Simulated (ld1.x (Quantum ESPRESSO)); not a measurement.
Results of a calculation; reference values are marked as such.
**Potentials for silicon compared**

Generated with ld1.x 7.5 (TM, RRKJ, ultrasoft, PAW), atompaw 4.2 or ONCVPSP 4.0.1. The cutoff is in Ry: for ld1.x and atompaw files where the sum of valence levels is converged to 10 mRy in a Bessel basis, for ONCV files where the hardest occupied wave has 1 mHa per electron of residual kinetic energy. The error is the largest all-electron minus pseudo excitation energy over each file’s own four to seven test configurations (ionisations up to +4, promotions, holes and added fractions of an electron), all of which were solved. The labels leave out finer settings (local radius, basis sizes, second energies), which also bear on the numbers. Spin-polarised tests are not counted. The rows are a selection from randomly drawn settings: files with unsolved tests, undetermined cutoffs or missed reference levels are left out.

| potential | cutoff (Ry) | largest error (meV) | bound ghosts |
| --- | --- | --- | --- |
| RRKJ, PBE, non-relativistic, rc 1.90/2.35/1.80 (spd), local s, core correction yes, reference 3s2 3p2 | 15 | +122 | none |
| ultrasoft, PBE, non-relativistic, rc 1.70/2.05 (sp), local smoothed, core correction yes, reference 3s1 3p3 | 10 | +6.0 | none |
| TM, LDA (PZ), scalar-relativistic, rc 1.75/1.50/1.55 (spd), local d, core correction no, reference 3s2 3p2 | 30 | +271 | none |
| TM, PBE, scalar-relativistic, rc 1.80/2.00 (sp), local smoothed, core correction yes, reference 3s2 3p1.5 | 15 | +48 | none |

Fill in the row for Si: PAW, LDA (PZ), scalar-relativistic, rc 1.95/2.15 (sp), local smoothed, core correction yes, reference 3s2 3p2.

cutoff 8 Ry, largest error -64 meV, bound ghosts: none.
